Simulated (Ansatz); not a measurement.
# Which isomer of BClH2IOSi gives these data?

These gas-phase data were calculated for one isomer of BClH2IOSi at r2SCAN-D4/def2-SVP (harmonic, unscaled wavenumbers; equilibrium rotational constants with average atomic masses):

| Property | Result |
| --- | --- |
| rotational constants | 2.219, 0.9973, 0.7176 GHz |
| all wavenumbers above 1500 cm⁻¹ | 2663, 2553 |

Candidates:

(1) `BO[Si](Cl)I`, a doublet
(2) `Cl[SiH]OBI`, a doublet

Assign the data to one candidate and say why.

Candidate (1). No mode falls between 2000 and 2380 cm⁻¹, where the Si–H stretch of (2) would stand.

The same quantities for all candidates:

```
     rotational constants (GHz)  wavenumbers above 1500 cm⁻¹  E above the lowest, r2SCAN-D4/def2-SVP (kcal/mol)
(1)       2.219, 0.9973, 0.7176                   2663, 2553                                                0.0
(2)       3.549, 0.6832, 0.6154                   2667, 2192                                                1.8
```

Each candidate is one conformer. Open shells are spin-unrestricted. Atoms past krypton carry core potentials. Programs: Ansatz 0.2.0.
